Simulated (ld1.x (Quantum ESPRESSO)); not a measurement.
## Before and after: TM potential for Pd

```json
{
 "Element": "palladium",
 "Generator": "ld1.x (Quantum ESPRESSO) 7.5",
 "Type": "norm-conserving Troullier–Martins (Kleinman–Bylander form)",
 "Functional": "LDA (PZ)",
 "Relativity": "non-relativistic",
 "Frozen core": "[Ar] 3d10",
 "Valence charge": "18",
 "Reference configuration": "4s2 4p6 4d10 5s0",
 "Partial waves": "4p (bound): rc 1.15 bohr; 4d (bound): rc 1.75 bohr; 4s (bound): rc 1.05 bohr",
 "Local potential": "the s channel",
 "Core correction": "Bessel-smoothed model core inside 0.65 bohr"
}
```

Change: wave 4d (bound): rc 1.75 bohr becomes 4d (bound): rc 1.30 bohr.

Cutoffs: the cutoffs (Ry, on a coarse ladder) from which the occupation-weighted sum of valence levels, in a spherical-Bessel basis at the reference potential, stays within 10 and 1 mRy of its value at 400 Ry; they do not see the model core or the augmentation charge, which bear on the density cutoff. Errors are all-electron minus pseudo energies relative to the spin-unpolarised reference configuration.

Q: What does the change do?

A: The potential gets neither clearly harder nor softer (140 Ry and 230 Ry → 140 Ry and 230 Ry); of the 9 tests that both files solve, the error grows in 3 and shrinks in 3 by more than 15 % and 0.3 meV (median size 13.3 → 4.9 meV); neither file shows a bound ghost.

```tsv
quantity	base	changed
cutoff, loose	140 Ry	140 Ry
cutoff, tight	230 Ry	230 Ry
loose cutoff by channel (10 mRy a level)	p 70 Ry, d 50 Ry, s 110 Ry	p 70 Ry, d 55 Ry, s 110 Ry
bound ghosts	none	none
error for 4s2 4p6 4d9 5s0, meV [ΔE 9.53 eV]	+0.1	+0.6
error for 4s2 4p6 4d8 5s0, meV [ΔE 30.90 eV]	+2.5	+4.9
error for 4s2 4p6 4d7 5s0, meV [ΔE 65.92 eV]	+15	+18
error for 4s2 4p6 4d9.5 5s0, meV [ΔE 3.42 eV]	-0.1	+0.1
error for 4s2 4p5 4d10 5s0, meV [ΔE 55.43 eV]	-13	+4.4
error for 4s2 4p6 4d9 5s1, meV [ΔE 2.13 eV]	+79	+79
error for 4s2 4p6 4d8 5s1, meV [ΔE 14.97 eV]	+134	+135
error for 4s2 4p6 4d9 5s0 (spin-polarised), meV [ΔE 9.38 eV]	+4.7	+3.7
error for 4s2 4p6 4d8 5s0 (spin-polarised), meV [ΔE 30.26 eV]	+24	+19
```
